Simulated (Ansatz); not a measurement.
Cartesian coordinates (Å):
```xyz
12

B      1.7085     0.3402     0.7899
C      0.7849    -0.2268    -0.3294
C     -0.6956    -0.0455    -0.1601
C     -1.5725    -1.0366    -0.0626
C     -1.1580     1.3125    -0.0837
N     -1.4900     2.4083    -0.0379
H      1.2994     1.0884     1.6189
H      2.8604     0.0389     0.7850
H      1.1219     0.3102    -1.2310
H      1.0148    -1.2750    -0.5342
H     -2.6265    -0.8482     0.0806
H     -1.2473    -2.0664    -0.1233
```
Charge 0, multiplicity 1.

All values below come from frozen-core CCSD(T)/cc-pVTZ // CAM-B3LYP-D3(BJ)/def2-TZVP run with Ansatz (an electronic-structure program). The restricted HF reference is unstable towards unrestricted orbitals.

```json
{
  "HF energy": "-234.13203 Ha",
  "MP2 correlation energy": "-0.92232 Ha"
}
```

Estimate the CCSD correlation energy, the (T) correction, the total energy and the T1 diagnostic.


```yaml
CCSD correlation energy: -0.95868 Ha
"(T) correction": -0.04621 Ha
CCSD(T) total energy: -235.13692 Ha
T1 diagnostic: 0.012
```
